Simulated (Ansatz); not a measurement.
B9As8H24⁻, a nanocrystal cut from wurtzite BAs (hydrogen-capped), 41 atoms. Hardware: 2 threads of AMD EPYC 7R13 on a shared host and a share (18 GiB) of an NVIDIA H100 80GB HBM3.

Correlated methods freeze 81 core orbitals; core or outer-core shells of As are correlated, in sets that lack core-valence functions. Single mean-field runs in def2-SVP, def2-TZVP are fitted with def2-universal-jkfit.

Problem. How many basis functions does each of these Ansatz runs have, and roughly what does it cost? PBE-D4/def2-SVP, charge -1 singlet, energy, from earlier orbitals; MP2/def2-SVP, charge -1 singlet, energy, from earlier orbitals; PBE0-D4/def2-SVP, charge 0 doublet at the geometry of the charge -1 singlet, energy; r2SCAN0-D4/def2-SVP, charge -1 singlet, energy, from earlier orbitals; CAM-B3LYP-D4/def2-SVP, charge 0 doublet at the geometry of the charge -1 singlet, energy, from earlier orbitals; RPA@PBE/def2-SVP, charge -1 singlet, energy, from earlier orbitals; PBE-D4/def2-SVP, charge -1 triplet at the geometry of the charge -1 singlet, energy, from earlier orbitals; PBE0-D4/def2-SVP, charge -1 singlet, energy, from earlier orbitals; r2SCAN-D4/def2-SVP, charge -1 singlet, relaxation, 4 steps; B97M-V/def2-SVP, charge -1 singlet, energy, from earlier orbitals; PBE0-D4/def2-TZVP, charge -1 singlet, energy, from earlier orbitals; CAM-B3LYP-D4/def2-SVP, charge -1 singlet, energy and forces, from earlier orbitals.

Solution. Other jobs shared the machine, so times can vary by a factor of up to 3.

| run | functions | fitting or Cholesky vectors | wall time | peak host memory (GiB) |
| --- | --- | --- | --- | --- |
| PBE0-D4/def2-SVP, charge -1 singlet, energy, from earlier orbitals | 502 | 3235 | 5.5 s | 1.1 |
| PBE-D4/def2-SVP, charge -1 singlet, energy, from earlier orbitals | 502 | 3235 | 5.5 s | 1.1 |
| r2SCAN0-D4/def2-SVP, charge -1 singlet, energy, from earlier orbitals | 502 | 3235 | 9 s | 1.1 |
| B97M-V/def2-SVP, charge -1 singlet, energy, from earlier orbitals | 502 | 3235 | 10 s | 1.3 |
| PBE0-D4/def2-TZVP, charge -1 singlet, energy, from earlier orbitals | 807 | 3235 | 13 s | 1.2 |
| CAM-B3LYP-D4/def2-SVP, charge -1 singlet, energy and forces, from earlier orbitals | 502 | 3235 | 14 s | 2.4 |
| MP2/def2-SVP, charge -1 singlet, energy, from earlier orbitals | 502 | 5062 | 14 s | 1.4 |
| RPA@PBE/def2-SVP, charge -1 singlet, energy, from earlier orbitals | 502 | 5062 | 18 s | 3.6 |
| PBE-D4/def2-SVP, charge -1 triplet at the geometry of the charge -1 singlet, energy, from earlier orbitals | 502 | 3235 | 19 s | 1.2 |
| r2SCAN-D4/def2-SVP, charge -1 singlet, relaxation, 4 steps | 502 | 3235 | 29 s | 1.2 |
| PBE0-D4/def2-SVP, charge 0 doublet at the geometry of the charge -1 singlet, energy | 502 | 3235 | 34 s | 1.2 |
| CAM-B3LYP-D4/def2-SVP, charge 0 doublet at the geometry of the charge -1 singlet, energy, from earlier orbitals | 502 | 3235 | 39 s | 1.2 |
